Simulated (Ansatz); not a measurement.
ClFH$_{2}$OSeTi, SMILES `[OH][Ti]([F])([Cl])[SeH]`. The species carries charge 0 and has multiplicity 1. Correlated methods include outer-core shells of Se, Ti, which these sets cover unevenly. Scalar relativity is left out up to krypton.

```tsv
atom	x (Å)	y (Å)	z (Å)
O1	0.4501	0.0301	-1.6930
Ti2	-0.2787	-0.1790	-0.1139
F3	-0.2120	-1.8277	0.4595
Cl4	-2.3642	0.5052	-0.0894
Se5	1.0762	1.2024	1.3264
H6	0.9651	-0.3876	-2.3843
H7	0.3635	0.6565	2.4948
```

Give the diagnostics of a CCSD(T)/def2-TZVPP run (frozen core, Ansatz 0.2.0). (Best estimate.)

Ansatz gave: T1 = 0.0234, largest single amplitude 0.051, largest double 0.035, (T) share of the correlation energy 4.9 %, 15 CCSD cycles. The RHF solution is stable towards an unrestricted one. T1 lies over the customary mark of 0.02 for closed shells; compounds of d metals often pass it without a breakdown.
